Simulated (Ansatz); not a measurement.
The cluster B2As3⁻, relaxed as a singlet with RKS PBE-D4/def2-SVPD in Ansatz, starting from the GFN2-xTB geometry. Force threshold 0.02 eV/Å.

The restricted singlet is unstable towards broken spin symmetry at other levels; at PBE-D4/def2-SVPD this wasn't settled. Another isomer (singlet) lies 1.43 eV lower at PBE0-D4/def2-TZVPD; other spin states weren't run for this one.

Start:

```xyz
5

B     0.5481    1.2626    0.5283
B    -0.3166   -1.2605   -0.6959
As    0.2180    2.5402    1.7177
As    1.0802    0.0153   -0.7943
As   -1.5298   -2.5576   -0.7558
```

| step | energy (eV) | largest force component (eV/Å) | SCF passes |
| --- | --- | --- | --- |
| 1 | -183824.2561 | 1.384 | 19 |
| 2 | -183824.3555 | 0.472 | 22 |
| 3 | -183824.3697 | 0.143 | 23 |
| 4 | -183824.3711 | 0.007 | 22 |

Force components are those of the run's own axes.

End:

```csv
atom,x (Å),y (Å),z (Å)
B1,0.548,1.284,0.543
B2,-0.332,-1.281,-0.701
As3,0.237,2.613,1.758
As4,1.108,0.015,-0.814
As5,-1.561,-2.630,-0.786
```

By distances, no bond broke or formed. The bond that changes most is B1–As3, from 1.78 to 1.83 Å (atoms count from 1).

No frequencies were taken in this run, so the end may be a saddle point.

Hardware: 4 threads of Arm Neoverse N1 on a shared host. Wall time 8.5 s.
